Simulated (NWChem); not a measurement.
Everything below was run with NWChem. System: H6AlN, charge 0, spin multiplicity 1, at a geometry optimised with B3LYP/def2-SVP. The structure started from a generated list of species. Level: G0W0@PBE0/def2-SVP, RI basis def2-svp-rifit.

Job file:

```
start mol
memory heap 200 mb stack 700 mb global 1700 mb
geometry units angstroms nocenter noautoz
  Al    -0.523630    -0.625593     0.000000
  H     -1.295526    -0.315130     1.370251
  H     -1.295526    -0.315130    -1.370251
  H      0.524266    -1.838703     0.000000
  N      0.814627     0.973185     0.000000
  H      1.421927     0.957979    -0.823682
  H      1.421927     0.957979     0.823682
  H      0.327739     1.873428     0.000000
  symmetry group Cs
end
basis spherical
  * library def2-svp
end
basis "ri basis" bse spherical
  * library def2-svp-rifit
end
dft
  xc pbe0
  iterations 100
  direct
  tolerances tight
end
task dft energy
gw
  states alpha occ 4 vir 2
end
task dft gw
```

Part of the output:

```
             Northwest Computational Chemistry Package (NWChem) 7.3.0
             --------------------------------------------------------

                                NWChem Input Module
                                -------------------

 Scaling coordinates for geometry "geometry" by  1.889725989
 (inverse scale =  0.529177249)

 Turning off AUTOSYM since
 SYMMETRY directive was detected!

                             Geometry "geometry" -> ""
                             -------------------------

 Output coordinates in angstroms (scale by  1.889725989 to convert to a.u.)

  No.       Tag          Charge          X              Y              Z
 ---- ---------------- ---------- -------------- -------------- --------------
    1 Al                  13.0000    -0.52363000    -0.62559300     0.00000000
    2 H                    1.0000    -1.29552600    -0.31513000     1.37025100
    3 H                    1.0000    -1.29552600    -0.31513000    -1.37025100
    4 H                    1.0000     0.52426600    -1.83870300     0.00000000
    5 N                    7.0000     0.81462700     0.97318500     0.00000000
    6 H                    1.0000     1.42192700     0.95797900    -0.82368200
    7 H                    1.0000     1.42192700     0.95797900     0.82368200
    8 H                    1.0000     0.32773900     1.87342800     0.00000000

 Effective nuclear repulsion energy (a.u.)      61.5874473954

            Nuclear Dipole moment (a.u.)
            ----------------------------
        X                 Y               Z
 ---------------- ---------------- ----------------
     0.0000113384     0.0000170075     0.0000000000

      Symmetry information
      --------------------

 Group name             Cs
 Group number              2
 Group order               2
 No. of unique centers     6

      Symmetry unique atoms

     1    2    4    5    6    8


 Summary of "ao basis" -> "" (spherical)
 ------------------------------------------------------------------------------
       Tag                 Description            Shells   Functions and Types
 ---------------- ------------------------------  ------  ---------------------
 *                          def2-svp                  on all atoms

 new library libraries.bse/

 Summary of "ri basis" -> "" (spherical)
 ------------------------------------------------------------------------------
       Tag                 Description            Shells   Functions and Types
 ---------------- ------------------------------  ------  ---------------------
 *                       def2-svp-rifit               on all atoms

                                 NWChem DFT Module
                                 -----------------

 Summary of "ao basis" -> "ao basis" (spherical)
 ------------------------------------------------------------------------------
       Tag                 Description            Shells   Functions and Types
 ---------------- ------------------------------  ------  ---------------------
 Al                         def2-svp                 8       18   4s3p1d
 H                          def2-svp                 3        5   2s1p
 N                          def2-svp                 6       14   3s2p1d

 Summary of "ao basis" -> "ao basis" (spherical)
 ------------------------------------------------------------------------------
       Tag                 Description            Shells   Functions and Types
 ---------------- ------------------------------  ------  ---------------------
 Al                         def2-svp                 8       18   4s3p1d
 H                          def2-svp                 3        5   2s1p
 N                          def2-svp                 6       14   3s2p1d

      Symmetry analysis of basis
      --------------------------

        a'         41
        a"         21

            General Information
            -------------------
          SCF calculation type: DFT
          Wavefunction type:  closed shell.
          No. of atoms     :     8
          No. of electrons :    26
           Alpha electrons :    13
            Beta electrons :    13
          Charge           :     0
          Spin multiplicity:     1
          Use of symmetry is: on ; symmetry adaption is: on
          Maximum number of iterations: 100
          This is a Direct SCF calculation.
          AO basis - number of functions:    62
                     number of shells:    32
          Convergence on energy requested:  1.00D-06
          Convergence on density requested:  1.00D-05
          Convergence on gradient requested:  5.00D-04

              XC Information
              --------------
                         PBE0 Method XC Functional
                     Hartree-Fock (Exact) Exchange  0.250
          PerdewBurkeErnzerhof Exchange Functional  0.750
            Perdew 1991 LDA Correlation Functional  1.000 local
           PerdewBurkeErnz. Correlation Functional  1.000 non-local

             Grid Information
             ----------------
          Grid used for XC integration:  medium
          Radial quadrature: Mura-Knowles
          Angular quadrature: Lebedev.
          Tag              B.-S. Rad. Rad. Pts. Rad. Cut. Ang. Pts.
          ---              ---------- --------- --------- ---------
          Al                  1.25       88           9.0       590
          H                   0.35       45          10.0       434
          N                   0.65       49           8.0       434
          Grid pruning is: on
          Number of quadrature shells:   317
          Spatial weights used:  Erf1
[...]
      Superposition of Atomic Density Guess
      -------------------------------------

 Sum of atomic energies:        -299.03127285

      Non-variational initial energy
      ------------------------------

 Total energy =    -299.728189
 1-e energy   =    -534.994307
 2-e energy   =     173.678670
 HOMO         =      -0.353750
 LUMO         =       0.035246

      Symmetry analysis of molecular orbitals - initial
      -------------------------------------------------

  Numbering of irreducible representations:

     1 a'          2 a"

  Orbital symmetries:

     1 a'          2 a'          3 a'          4 a'          5 a"
     6 a'          7 a'          8 a'          9 a"         10 a'
    11 a'         12 a'         13 a"         14 a'         15 a'
    16 a"         17 a'         18 a'         19 a"         20 a'
    21 a'         22 a'         23 a"

   convergence    iter        energy       DeltaE   RMS-Dens  Diis-err    time
 ---------------- ----- ----------------- --------- --------- ---------  ------
 d= 0,ls=0.0,diis     1   -300.4674697022 -3.62D+02  6.30D-03  1.54D-01     0.3
 d= 0,ls=0.0,diis     2   -300.4881549052 -2.07D-02  1.29D-03  1.03D-02     0.5
 d= 0,ls=0.0,diis     3   -300.4888049972 -6.50D-04  6.73D-04  4.03D-03     0.6
 d= 0,ls=0.0,diis     4   -300.4892070789 -4.02D-04  1.41D-04  3.21D-04     0.8
 d= 0,ls=0.0,diis     5   -300.4892417650 -3.47D-05  2.07D-05  1.22D-06     0.9
 d= 0,ls=0.0,diis     6   -300.4892419576 -1.93D-07  4.99D-06  4.87D-08     1.1

         Total DFT energy =     -300.489241957630
      One electron energy =     -537.150655212599
           Coulomb energy =      202.646910907542
    Exchange-Corr. energy =      -27.572945047957
 Nuclear repulsion energy =       61.587447395384

 Numeric. integr. density =       25.999998955799

     Total iterative time =      1.0s

                  Occupations of the irreducible representations
                  ----------------------------------------------

                     irrep           alpha         beta
                     --------     --------     --------
                     a'               10.0         10.0
                     a"                3.0          3.0

                       DFT Final Molecular Orbital Analysis
                       ------------------------------------

 Vector   11  Occ=2.000000D+00  E=-3.441554D-01  Symmetry=a'
              MO Center= -3.7D-01, -4.4D-01, -4.1D-15, r^2= 3.1D+00
   Bfn.  Coefficient  Atom+Function         Bfn.  Coefficient  Atom+Function
  ----- ------------  ---------------      ----- ------------  ---------------
     3      0.390353  1 Al s                 38     -0.233030  5 N  py
     2      0.229953  1 Al s                 36     -0.211062  5 N  s
    37     -0.194987  5 N  px                19      0.188250  2 H  s
    24      0.188250  3 H  s                 29      0.188263  4 H  s
    41      0.179910  5 N  py                40      0.150534  5 N  px

 Vector   12  Occ=2.000000D+00  E=-2.700037D-01  Symmetry=a'
              MO Center= -1.8D-01, -1.2D+00, -1.5D-10, r^2= 2.7D+00
   Bfn.  Coefficient  Atom+Function         Bfn.  Coefficient  Atom+Function
  ----- ------------  ---------------      ----- ------------  ---------------
    29      0.363345  4 H  s                 30      0.276012  4 H  s
     8      0.187652  1 Al px                19     -0.181679  2 H  s
    24     -0.181679  3 H  s                  9     -0.157101  1 Al py
    11      0.137866  1 Al px                20     -0.138013  2 H  s
    25     -0.138013  3 H  s                  5     -0.118364  1 Al px

 Vector   13  Occ=2.000000D+00  E=-2.700012D-01  Symmetry=a"
              MO Center= -1.1D+00, -3.8D-01,  1.5D-10, r^2= 2.7D+00
   Bfn.  Coefficient  Atom+Function         Bfn.  Coefficient  Atom+Function
  ----- ------------  ---------------      ----- ------------  ---------------
    19      0.314667  2 H  s                 24     -0.314667  3 H  s
    10      0.244729  1 Al pz                20      0.239052  2 H  s
    25     -0.239052  3 H  s                 13      0.179795  1 Al pz
     7     -0.154366  1 Al pz                17      0.054409  1 Al d  1
    48      0.043568  6 H  s                 53     -0.043568  7 H  s

 Vector   14  Occ=0.000000D+00  E= 2.535162D-03  Symmetry=a'
              MO Center=  5.8D-01,  7.0D-01,  6.9D-17, r^2= 5.3D+00
   Bfn.  Coefficient  Atom+Function         Bfn.  Coefficient  Atom+Function
  ----- ------------  ---------------      ----- ------------  ---------------
    36      1.267373  5 N  s                 49     -0.510289  6 H  s
    54     -0.510289  7 H  s                 59     -0.510197  8 H  s
    12     -0.419342  1 Al py                11     -0.351071  1 Al px
     4     -0.251424  1 Al s                 35      0.241681  5 N  s
     3      0.196364  1 Al s                 34      0.129821  5 N  s

 Vector   15  Occ=0.000000D+00  E= 6.847697D-02  Symmetry=a'
              MO Center= -5.8D-01, -6.9D-01,  5.4D-17, r^2= 6.4D+00
   Bfn.  Coefficient  Atom+Function         Bfn.  Coefficient  Atom+Function
  ----- ------------  ---------------      ----- ------------  ---------------
    12      0.772142  1 Al py                11      0.646484  1 Al px
    36      0.613369  5 N  s                  4     -0.608186  1 Al s
    49     -0.520596  6 H  s                 54     -0.520596  7 H  s
    59     -0.520366  8 H  s                 20      0.386736  2 H  s
    25      0.386736  3 H  s                 30      0.386673  4 H  s

 Vector   16  Occ=0.000000D+00  E= 8.352003D-02  Symmetry=a'
              MO Center= -4.5D-02,  9.0D-01,  2.4D-10, r^2= 5.3D+00
   Bfn.  Coefficient  Atom+Function         Bfn.  Coefficient  Atom+Function
  ----- ------------  ---------------      ----- ------------  ---------------
    59      1.016653  8 H  s                 11     -0.816353  1 Al px
    30      0.770430  4 H  s                 12      0.683440  1 Al py
    49     -0.508333  6 H  s                 54     -0.508333  7 H  s
    40      0.477157  5 N  px                41     -0.399281  5 N  py
    20     -0.385209  2 H  s                 25     -0.385209  3 H  s

 center of mass
 --------------
 x =  -0.06459381 y =  -0.07719090 z =   0.00000000

 moments of inertia (a.u.)
 ------------------
         135.307246701281         -82.456531360714           0.000000000000
         -82.456531360714         105.816096100595           0.000000000000
           0.000000000000           0.000000000000         204.326512593231

     Multipole analysis of the density
     ---------------------------------

     L   x y z        total         alpha         beta         nuclear
     -   - - -        -----         -----         ----         -------
     0   0 0 0     -0.000000    -13.000000    -13.000000     26.000000

     1   1 0 0      1.452372      0.726180      0.726180      0.000011
     1   0 1 0      1.735103      0.867543      0.867543      0.000017
     1   0 0 1      0.000000      0.000000      0.000000      0.000000

     2   2 0 0    -16.519523    -36.815000    -36.815000     57.110477
     2   1 1 0      2.885280    -21.767325    -21.767325     46.419931
     2   1 0 1      0.000000      0.000000      0.000000      0.000000
     2   0 2 0    -15.488045    -44.600998    -44.600998     73.713951
     2   0 1 1      0.000000      0.000000      0.000000      0.000000
     2   0 0 2    -18.934752    -18.595159    -18.595159     18.255565

 Task  times  cpu:        1.1s     wall:        1.1s

                                NWChem Input Module
                                -------------------

                                 NWChem GW Module
                                 ----------------

                             ***********************
                             ***        GW       ***
                             ***********************

 Summary of "ri basis" -> "ri basis" (spherical)
 ------------------------------------------------------------------------------
       Tag                 Description            Shells   Functions and Types
 ---------------- ------------------------------  ------  ---------------------
 Al                      def2-svp-rifit             20       62   8s5p5d2f
 H                       def2-svp-rifit              6       14   3s2p1d
 N                       def2-svp-rifit             16       48   6s5p4d1f

                 Memory Information
                 ------------------
          Available GA per process is          1700.0 MBs
          Available stack per process is        700.0 MBs
          Available heap per process is           0.0 MBs

          Peak memory in Initialization
              Peak GA per process is                  1.7 MBs
              Peak stack per process is               0.0 MBs
              Peak heap per process is                1.8 MBs
              Memory not in MA per process            0.0 MBs

          Peak memory in AFF Calculation
              Peak GA per process is                  5.4 MBs
              Peak stack per process is               3.1 MBs
              Peak heap per process is                0.0 MBs
              Memory not in MA per process            3.1 MBs

          Computing 2-center integrals
          Computing Inverse Cholesky factor
          Computing 3-center integrals
          Computing V_xc ...

          Computing Sigma_x
          Computing RPA polarizability
          Solving quasiparticle equations

                  Alpha Orbitals
          State     Energy (eV)     Error (eV)
          -----------------------------------
@GW        10        -14.630           0.005
@GW        11        -11.568           0.005
@GW        12         -9.662           0.002
@GW        13         -9.659           0.005
@GW        14          2.316           0.005
@GW        15          4.092           0.005

   Applying  -2.3120 eV scissor-shift to rest of particle states

   Applying   2.2469 eV scissor-shift to rest of hole states

     GW Timing Statistics
   ------------------------
   Init.   :          0.0s
     ERIs  :          0.1s
     Distr.:          0.0s
     Vxc   :          0.2s
   Sigma_x :          0.0s
   RPA     :          0.0s
   Wmn     :          0.0s
   Sigma_c :          0.0s
   GW total:          0.4s

 Task  times  cpu:        0.4s     wall:        0.4s

 Total times  cpu:        1.5s     wall:        1.5s
```
